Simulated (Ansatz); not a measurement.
Species: C$_{2}$H$_{4}$Si, SMILES `[SiH3]C#C` (charge 0, multiplicity 1), formula C$_{2}$H$_{4}$Si.

Problem. How many basis functions does Ansatz (an electronic-structure program) with frozen-core CCSD(T)/cc-pVTZ // B3LYP-D3(BJ)/def2-TZVP use, how many core orbitals are frozen, and how many electrons are correlated?

Solution. 150 basis functions and 7 frozen orbitals, which leaves 16 correlated electrons. Core time is of the order of seconds.
